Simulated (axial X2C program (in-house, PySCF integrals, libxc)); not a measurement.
**CaFe along the bond: PBE0, spin-free**

Computed with an axial X2C code built on PySCF integrals. Spin-free means the one-electron spin-free X2C Hamiltonian. Basis: Fe dyall-cv3z [9s10p6d3f2g], Ca dyall-cv3z [11s12p6d4f] (cores contracted in-house); Gaussian nuclei, density fitting, unrestricted open shells. Masses: Fe 55.935 u, Ca 39.963 u.

State: M_S = 2, Λ = 0 (beyond evenly filled blocks: 2 × σα, δ+α, δ-α). Dipoles are positive if Ca is the positive end.

Results along the bond:

```tsv
R (Å)	μ (D)	HOMO (eV)	LUMO (eV)	⟨S²⟩
2.495	0.418	-3.75	-1.71	6.175
2.578	0.537	-3.79	-1.75	6.185
2.660	0.669	-3.83	-1.79	6.193
2.742	0.808	-3.88	-1.83	6.198
2.838	0.977	-3.93	-1.88	6.200
2.934	1.147	-3.98	-1.92	6.199
3.057	1.356	-4.03	-1.98	6.194
```

One determinant describes the state; a PBE0 search over occupations chose it and may have missed a lower one. PBE0 can misorder states that lie within some tenths of an eV, so this need not be the ground state of the molecule. The nearest other spin-free determinant of the search, M_S = 1, Λ = 0, lies 0.20 eV up at the distance of the search. The bond is weak and the correlated curve of this state has no minimum in the scanned range, so this well may be an artefact of the functional. The determinant is spin-polarised beyond a pure state at some levels (its spin-free form has ⟨S²⟩ too high), which makes Re and μ there less reliable.
